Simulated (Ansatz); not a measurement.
Program: Ansatz. Geometries: PBE0-D4/def2-TZVP. ΔE: electronic, gas phase. CCSD(T)/CBS is the MP2 limit (def2-TZVPP, def2-QZVPP) plus CCSD(T) − MP2 in def2-TZVPP, frozen cores. This one scheme is used for every species. DFT in def2-TZVPP. def2 core potentials past Kr. For Ga, Sb outer-core shells are correlated without core-valence functions, which leaves a few kJ/mol of doubt a bond. Scalar relativity is left out up to krypton.

`O=[CH][GaH2]` + `[OH][SbH2]` → `[GaH2][O][SbH2]` + `C=O`  (ligand exchange at a Ga–C bond)

CCSD(T)/CBS gives -105.5 kJ/mol.

Question: Another level gave -105.4 kJ/mol. Which?
A. revPBE/def2-TZVPP
B. CAM-B3LYP-D4/def2-TZVPP
C. HF/def2-TZVPP
D. BLYP-D4/def2-TZVPP

Answer: B. CAM-B3LYP-D4 -105.4, HF/def2-TZVPP -115.0, BLYP-D4 -98.4, revPBE -85.5 kJ/mol.

Largest T1 diagnostic among the species: 0.017.

Leaving LDA and LC-ωPBE aside and taking each functional with its dispersion term where it has one, the values, not all of them listed here, spread over 21.6 kJ/mol, from BHLYP-D4 to revPBE-D4. From PBE to PBE0 (25 % exact exchange), in def2-TZVPP and without D4, ΔE moves by −6.0 kJ/mol.
